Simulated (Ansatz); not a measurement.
Reaction (redistribution): `C[N](C)[AlH][F]` + `CC(C)[O][Sn][F]` → `CC(C)[O][AlH][F]` + `C[N](C)[Sn][F]`

Program: Ansatz. Geometries: PBE0-D4/def2-TZVP. ΔE: electronic, gas phase. CCSD(T)/CBS adds triple-zeta CCSD(T) − MP2 to the extrapolated MP2 energy (def2 sets, frozen cores). Functionals use def2-TZVPP. B3LYP here is the variant with VWN-RPA as its local correlation; programs differ in this. Elements past krypton have def2 core potentials. For Sn outer-core shells are correlated without core-valence functions, which leaves a few kJ/mol of doubt a bond. Each species was taken in one conformer, which may not be the lowest.

`C[N](C)[AlH][F]`:

Z-matrix (Å, degrees):
```
C
N 1 1.444
H 1 1.092 2 110.7
H 1 1.099 2 111.5 3 -120.1
H 1 1.099 2 111.4 3 120.1
C 2 1.443 1 112.9 3 -180.0
Al 2 1.762 1 124.3 3 0.0
H 6 1.094 2 110.9 1 180.0
H 6 1.099 2 111.6 1 -60.0
H 6 1.099 2 111.6 1 60.0
F 7 1.652 2 117.5 1 0.1
H 7 1.571 2 122.2 1 -179.9
```

`CC(C)[O][Sn][F]`:

Z-matrix (Å, degrees):
```
C
C 1 1.518
H 1 1.093 2 110.3
H 1 1.092 2 110.3 3 120.5
H 1 1.093 2 110.7 3 -119.8
C 2 1.518 1 112.1 3 58.5
O 2 1.416 1 111.0 3 -66.1
H 2 1.098 1 108.5 3 178.2
H 6 1.092 2 110.3 1 -179.0
H 6 1.093 2 110.7 1 61.3
H 6 1.093 2 110.3 1 -58.6
Sn 7 1.956 2 133.9 1 62.5
F 12 1.958 7 98.6 2 0.0
```

`CC(C)[O][AlH][F]`:

```xyz
14

C    -0.084   -1.068   -0.883
C    -0.573   -0.013    0.092
C    -0.943   -0.607    1.436
O     0.407    0.980    0.295
Al    1.523    1.884   -0.556
F     1.636    1.765   -2.198
H     0.178   -0.619   -1.844
H    -0.854   -1.822   -1.057
H     0.800   -1.571   -0.480
H    -1.464    0.469   -0.333
H    -1.744   -1.341    1.328
H    -1.278    0.176    2.119
H    -0.076   -1.102    1.881
H     2.470    2.871    0.202
```

`C[N](C)[Sn][F]`:

Cartesian coordinates in Å:
```
C 0.326 1.018 0.422
N -0.207 -0.145 -0.240
C 0.312 -1.386 0.273
Sn -1.551 -0.118 -1.745
F -1.669 1.836 -1.769
H -0.101 1.925 -0.007
H 1.420 1.066 0.321
H 0.100 1.000 1.498
H 1.404 -1.445 0.164
H -0.120 -2.240 -0.259
H 0.085 -1.510 1.341
```

```json
{"level": "PBE-D4", "ΔE (kJ/mol)": "-20.9", "difference from CCSD(T)/CBS": "2.7"}
{"level": "r2SCAN-D4", "ΔE (kJ/mol)": "-24.7", "difference from CCSD(T)/CBS": "-1.1"}
{"level": "PBE0-D4", "ΔE (kJ/mol)": "-22.8", "difference from CCSD(T)/CBS": "0.8"}
{"level": "B3LYP-D4", "ΔE (kJ/mol)": "-22.6", "difference from CCSD(T)/CBS": "1.0"}
{"level": "ωB97X-V", "ΔE (kJ/mol)": "-19.0", "difference from CCSD(T)/CBS": "4.6"}
{"level": "ωB97M-V", "ΔE (kJ/mol)": "-20.5", "difference from CCSD(T)/CBS": "3.1"}
{"level": "B2PLYP", "ΔE (kJ/mol)": "-25.2", "difference from CCSD(T)/CBS": "-1.6"}
{"level": "PBE", "ΔE (kJ/mol)": "-22.3", "difference from CCSD(T)/CBS": "1.3"}
{"level": "r2SCAN", "ΔE (kJ/mol)": "-25.1", "difference from CCSD(T)/CBS": "-1.5"}
{"level": "PBE0", "ΔE (kJ/mol)": "-24.1", "difference from CCSD(T)/CBS": "-0.5"}
{"level": "B3LYP", "ΔE (kJ/mol)": "-24.9", "difference from CCSD(T)/CBS": "-1.3"}
{"level": "HF/def2-TZVPP", "ΔE (kJ/mol)": "-25.3", "difference from CCSD(T)/CBS": "-1.7"}
{"level": "MP2/def2-TZVPP", "ΔE (kJ/mol)": "-26.6", "difference from CCSD(T)/CBS": "-3.0"}
{"level": "SCS-MP2/def2-TZVPP", "ΔE (kJ/mol)": "-25.2", "difference from CCSD(T)/CBS": "-1.6"}
{"level": "CCSD/def2-TZVPP", "ΔE (kJ/mol)": "-24.7", "difference from CCSD(T)/CBS": "-1.1"}
{"level": "CCSD(T)/def2-TZVPP", "ΔE (kJ/mol)": "-24.7", "difference from CCSD(T)/CBS": "-1.1"}
{"level": "HF/def2-QZVPP", "ΔE (kJ/mol)": "-25.2", "difference from CCSD(T)/CBS": "-1.6"}
{"level": "MP2/def2-QZVPP", "ΔE (kJ/mol)": "-25.8", "difference from CCSD(T)/CBS": "-2.2"}
{"level": "SCS-MP2/def2-QZVPP", "ΔE (kJ/mol)": "-24.7", "difference from CCSD(T)/CBS": "-1.1"}
{"level": "HF/CBS(def2)", "ΔE (kJ/mol)": "-25.1", "difference from CCSD(T)/CBS": "-1.5"}
{"level": "MP2/CBS(def2)", "ΔE (kJ/mol)": "-25.4", "difference from CCSD(T)/CBS": "-1.8"}
{"level": "CCSD/CBS(def2)", "ΔE (kJ/mol)": "-23.6", "difference from CCSD(T)/CBS": "0.0"}
{"level": "CCSD(T)/CBS", "ΔE (kJ/mol)": "-23.6", "difference from CCSD(T)/CBS": "0"}
```

Largest T1 diagnostic among the species: 0.017.
